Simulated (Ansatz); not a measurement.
Reaction (ligand exchange at the Nb–O bond): `[OH][Nb](=[S])([Cl])[Cl]` + NH₃ → `[NH2][Nb](=[S])([Cl])[Cl]` + H₂O

Gas-phase electronic energies from Ansatz, PBE0-D4/def2-TZVP geometries. CCSD(T)/CBS is the MP2 limit (def2-TZVPP, def2-QZVPP) plus CCSD(T) − MP2 in def2-TZVPP, frozen cores. This one scheme is used for every species. Functionals use def2-TZVPP. Elements past krypton have def2 core potentials. For Nb outer-core shells are correlated without core-valence functions, which leaves a few kJ/mol of doubt a bond. One conformer a species, not always the lowest.

`[OH][Nb](=[S])([Cl])[Cl]`:

Z-matrix (Å, degrees):
```
Nb
S 1 2.126
Cl 1 2.277 2 108.7
O 1 1.861 2 108.2 3 119.2
Cl 1 2.277 2 108.7 3 -121.5
H 4 0.960 1 131.1 2 0.0
```

NH₃:

```xyz
4

N    -0.092    0.037   -0.264
H    -0.673    0.523    0.408
H    -0.089   -0.941   -0.003
H     0.853    0.381   -0.142
```

`[NH2][Nb](=[S])([Cl])[Cl]`:

```xyz
7

N     0.459    1.132   -0.183
Nb   -0.245   -0.640    0.119
S     0.866   -1.386    1.769
Cl   -2.470   -0.502    0.625
Cl    0.093   -1.923   -1.743
H     0.106    1.729   -0.923
H     1.192    1.591    0.336
```

H₂O:

Z-matrix (Å, degrees):
```
O
H 1 0.960
H 1 0.960 2 105.1
```

| species | BLYP-D4 energy (Eh) |
| --- | --- |
| `[OH][Nb](=[S])([Cl])[Cl]` | -1451.72591 |
| NH₃ | -56.56219 |
| `[NH2][Nb](=[S])([Cl])[Cl]` | -1431.82323 |
| H₂O | -76.44924 |

Task: Work out ΔE.

Result: ΔE = (-1431.82323) + (-76.44924) − (-1451.72591) − (-56.56219) = 0.01563 Eh = +41.0 kJ/mol. CCSD(T)/CBS gives +32.3 kJ/mol.

Largest T1 diagnostic among the species: 0.023, so the coupled-cluster value is less sure than usual.

At CCSD(T), def2-SVP lies +5.7 kJ/mol from the extrapolated value and def2-TZVPP +2.3 kJ/mol. From BLYP to BHLYP (50 % exact exchange), in def2-TZVPP and without D4, ΔE moves by −3.4 kJ/mol. In def2-TZVPP, CCSD(T) changes the Hartree–Fock value by −9.2 kJ/mol (the triples alone add −0.7 kJ/mol) and MP2 by −12.8 kJ/mol.
